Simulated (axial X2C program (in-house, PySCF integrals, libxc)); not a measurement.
**Levels of SbTe by electron attachment to SbTe⁺ (EOM-EA-CCSD)**

Calculated with an axial X2C code built on PySCF integrals: two-component X2C with atomic mean-field Coulomb and Gaunt terms, Gaussian nuclei, basis Te dyall-acv3z, Sb dyall-acv3z with contracted cores.

R = 2.538 Å (near the PBE0 minimum at charge 0 of the determinant lowest at the starting distance; the state shown can have its own minimum elsewhere).

Hartree–Fock spinors of SbTe⁺ (one of each Kramers pair; a window near the gap, which can cut inner shells):

```csv
ω,occupied,ε (eV),character
1/2,yes,-28.14,"52% Te s, 24% Sb s, 9% Sb p"
1/2,yes,-22.78,"48% Sb s, 23% Te s, 15% Te p"
1/2,yes,-16.13,"47% Te p, 40% Sb p, 6% Sb s"
1/2,yes,-15.02,"57% Te p, 31% Sb p, 5% Sb d"
3/2,yes,-14.41,"57% Te p, 32% Sb p, 5% Sb d"
1/2,no,-6.73,"54% Sb p, 23% Te p, 10% Te d"
3/2,no,-6.38,"50% Sb p, 25% Te p, 10% Te d"
1/2,no,-3.16,"35% Sb p, 23% Te p, 16% Sb d"
1/2,no,-2.49,"55% Sb s, 26% Te s, 11% Sb d"
1/2,no,-1.74,"73% Sb p, 23% Te p"
3/2,no,-1.72,"73% Sb p, 23% Te p, 2% Sb d"
```

Levels of SbTe obtained by attaching an electron to SbTe⁺:

```
  Ω  binding energy (eV)  above lowest (cm⁻¹)                  attached spinor  one-particle weight
1/2                7.176                    0   54% Sb pπ, 21% Te pπ, 9% Te dπ                 0.94
3/2                6.788                 3126  51% Sb pπ, 25% Te pπ, 10% Te dπ                 0.95
1/2                3.974                25824  31% Sb pσ, 23% Te pσ, 18% Sb dσ                 0.95
1/2                2.957                34029   52% Sb sσ, 27% Te sσ, 9% Sb dσ                 0.97
```

Question: Take the first Ω = 1/2 and Ω = 3/2 rows of π character: how far apart are they, and which lies lower?

Answer: E(3/2) − E(1/2) = 3126 − 0 = 3126 cm⁻¹ at EOM-EA-CCSD: regular, Ω = 1/2 lower. Splittings at this level can be off by ten to twenty per cent.

This point took 12 s on 1 thread of Arm Neoverse V2, on a shared host.

Reference electrons by ω block (each with its −ω partner): 1/2: 32, 3/2: 15, 5/2: 4. 10 electrons of SbTe⁺ correlated (inner shells frozen), 92 natural virtual spinors (a truncated set); levels can be off by some tenths of an eV. Roots sought by Ω: (1/2: 5, 3/2: 4, 5/2: 2, 7/2: 1); the list ends where they run out and leaves out roots under 60 % one-particle weight. The solver can skip a root, and states that need a further excitation, which the method places far too high, are missing though they may lie low or lowest. T1 of the reference 0.035 (Lee–Taylor). The reference was not checked to be the lowest state of its species. Number of frozen shells: Te 4 s, 3 p, 2 d; Sb 4 s, 3 p, 2 d. Large amplitudes in the reference (orbital relaxation or multireference character) lower the reliability.
